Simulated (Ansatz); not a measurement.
One change: `C[N]([SiH3])[GeH3]` becomes `C[N]([GeH3])BF`.

Ansatz, PBE0-D4/def2-TZVP geometries, multiplicity 1. Each molecule was computed in one conformer, which needn't be the lowest.

Scalar relativity is left out up to krypton.

| property | `C[N]([SiH3])[GeH3]` |
| --- | --- |
| HOMO–LUMO gap (PBE0/def2-TZVPP) / eV | 6.97 |
| LUMO energy (PBE0/def2-TZVPP) / eV | 0.14 |
| LUMO energy (ωB97M-V/def2-TZVPP) / eV | 1.83 |
| HOMO energy (ωB97M-V/def2-TZVPP) / eV | -9.10 |
| HOMO–LUMO gap (B3LYP/def2-TZVPP) / eV | 6.55 |
| HOMO energy (B3LYP/def2-TZVPP) / eV | -6.61 |

Task: Give the same properties after the change, and the shifts. (Estimate.)

Result: The calculation gave: 
| property | `C[N]([GeH3])BF` | shift |
| --- | --- | --- |
| HOMO–LUMO gap (PBE0/def2-TZVPP) / eV | 8.18 | 1.21 |
| LUMO energy (PBE0/def2-TZVPP) / eV | 0.50 | 0.36 |
| LUMO energy (ωB97M-V/def2-TZVPP) / eV | 2.09 | 0.26 |
| HOMO energy (ωB97M-V/def2-TZVPP) / eV | -9.97 | -0.87 |
| HOMO–LUMO gap (B3LYP/def2-TZVPP) / eV | 7.69 | 1.14 |
| HOMO energy (B3LYP/def2-TZVPP) / eV | -7.46 | -0.85 |

With PBE0 the HOMO falls by 0.86 eV and the LUMO rises by 0.36 eV, so the gap widens by about 1.22 eV. PBE moves the HOMO by -0.85 eV and ωB97M-V by -0.87 eV. The zero-point energy changes by -21.9 kJ/mol with -3 modes.

B3LYP here is the variant with VWN-RPA as its local correlation; programs differ in this.
